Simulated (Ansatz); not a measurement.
The cluster Al4P3, relaxed as a doublet with UKS B3LYP-D4/def2-SVP in Ansatz, starting from the GFN2-xTB geometry. Force threshold 0.02 eV/Å.

The structure comes from a short search, and lower isomers may exist.

Start:

```xyz
7

Al   -1.0789   -1.5359    0.3022
Al    1.0860    3.2848    0.0882
Al    1.2138   -1.1240   -0.9601
Al   -0.6017    1.3899    0.6643
P     0.1897   -3.1058   -0.7760
P     1.4882    1.0709   -0.6643
P    -2.2970    0.0201    1.3457
```

Question: Estimate the energy that the relaxation releases and the steps that it takes.

Answer: 0.25 eV, in 17 steps; 4 min on 4 threads of Intel Xeon on a shared host. The force fell under the threshold at step 6, but the optimiser went on and released 0.029 eV more. No frequencies were taken in this run, so the end may be a saddle point.

Question: Does the start keep its bonding and symmetry?

Answer: By distances, no bond broke or formed. The bond that changes most is Al4–P6, from 2.50 to 2.34 Å (atoms count from 1).

Question: Predict the relaxed structure.

Answer: 
```xyz
7

Al   -1.1366   -1.6105    0.4617
Al    1.4165    2.9797    0.5839
Al    1.1913   -0.9700   -0.9418
Al   -0.7201    1.2322    0.2283
P     0.3704   -2.9591   -0.4822
P     1.1912    1.2540   -1.1202
P    -2.3126    0.0738    1.2704
```
Bond lengths (bridged metal pairs left out): 7 × Al–P 2.20 to 2.44 Å.
